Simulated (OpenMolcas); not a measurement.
A calculation on Hg+.

```json
{
 "Program": "OpenMolcas",
 "Method": "CASSCF",
 "Basis": "ANO-RCC-VQZP [9s8p6d4f2g1h]",
 "Scalar Hamiltonian": "DKH2, point nucleus",
 "Active space": "1 electron in 4 orbitals (6s 6p)",
 "State averaging": "2S+1 = 2 even, 1 root; 2S+1 = 2 odd, 3 roots",
 "Spin-orbit coupling": "state interaction with AMFI integrals over the reference wave functions, term energies averaged over their components"
}
```

(1) Which level of the active space comes out lowest?

(2) How high does 6p ²P°_1/2 lie?

(3) How high does 6p ²P°_3/2 lie?

Measured values: NIST Handbook of Basic Atomic Spectroscopic Data.

Results:

(1) 6s ²S_1/2, with 100 % of that term; it is also the measured ground level.

(2) 6.0052 eV above the lowest level; measured 6.3835 eV above the ground level, so the calculation is off by -6 %.

(3) 6.8766 eV above the lowest level; measured 7.5145 eV above the ground level, so the calculation is off by -8 %.

Spin-orbit splittings of 6p shells tend to come out small when the coupling is added on scalar orbitals. With one active electron the reference holds no correlation, so core polarisation is missing. Computed and measured levels are paired by configuration, term and J; levels that our copy of the source lacks, or whose pairing is in doubt (as where it misses far off the trend of its configuration), stay unpaired and out of the deviations. Only configurations of the active space appear.

° marks odd parity.
